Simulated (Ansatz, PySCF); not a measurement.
This singlet lies 1.81 eV below the relaxed triplet at the level composite: frozen-core CCSD(T) with HF/cc-pVQZ and the correlation energy extrapolated as X^-3 from cc-pVTZ and cc-pVQZ, plus CCSDT(Q) minus CCSD(T) in cc-pVDZ // PBE0-D3(BJ)/def2-TZVP (Ansatz, a first-principles code).

Cartesian coordinates (Å):
```xyz
5

N     -0.5623    -0.0405     0.0027
Si     0.9501    -0.8258     0.1002
H     -1.4292    -0.5521     0.0589
H     -0.7137     0.9492    -0.1132
H      1.7551     0.4692    -0.0485
```
Charge 0, multiplicity 1.

Task: Predict the total energy, HOMO and LUMO from PBE0-D3(BJ)/def2-TZVP (PySCF).

Result: 
```yaml
total_energy: -345.8733 Ha
HOMO: -6.34 eV
LUMO: -1.50 eV
```
